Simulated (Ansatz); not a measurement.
Isomers of C$_{2}$H$_{7}$GeN, relaxed with PBE0-D4/def2-TZVP in Ansatz; electronic energies, one conformer each and not always the lowest. Functionals use def2-TZVPP; CBS adds triple-zeta CCSD(T) − MP2 to the MP2 limit of def2-TZVPP and def2-QZVPP.

Outer-core shells of Ge are correlated without core-valence functions. Scalar relativity is left out up to krypton. Spin–orbit coupling is left out.

Problem. Order them by energy at frozen-core CCSD(T)/CBS, lowest first. (Best estimate.)
A. `C[C](=N)[GeH3]`
B. `C1[CH2][GeH2][NH]1`
C. `C[N](C)[GeH]`
D. `C=N[CH2][GeH3]`
E. `C=[N][GeH2][CH3]`
F. `C/N=[CH]\[GeH3]`
G. `C/C=[N]\[GeH3]`

Solution. E (0.0 kJ/mol), C (5.3 kJ/mol), B (15.9 kJ/mol), G (20.4 kJ/mol), A (28.8 kJ/mol), D (66.0 kJ/mol), F (73.1 kJ/mol).

Problem. How do ωB97M-V, HF/CBS(def2), r2SCAN-D4, B3LYP place them (kJ/mol, against `C=[N][GeH2][CH3]`)? (An estimate is asked.)

Solution. The calculation gave: 
```
              isomer  ωB97M-V  HF/CBS(def2)  r2SCAN-D4  B3LYP
    `C[C](=N)[GeH3]`     27.3          38.2       23.8   28.0
   `C/N=[CH]\[GeH3]`     71.3          81.4       66.4   68.4
`C1[CH2][GeH2][NH]1`     15.4          41.7       17.9   33.3
    `C=N[CH2][GeH3]`     64.5          71.0       62.5   62.3
    `C/C=[N]\[GeH3]`     17.9          17.2       14.4   17.1
      `C[N](C)[GeH]`      1.1          28.9        5.9   -1.8
```

B3LYP here is the variant with VWN-RPA as its local correlation; programs differ in this.
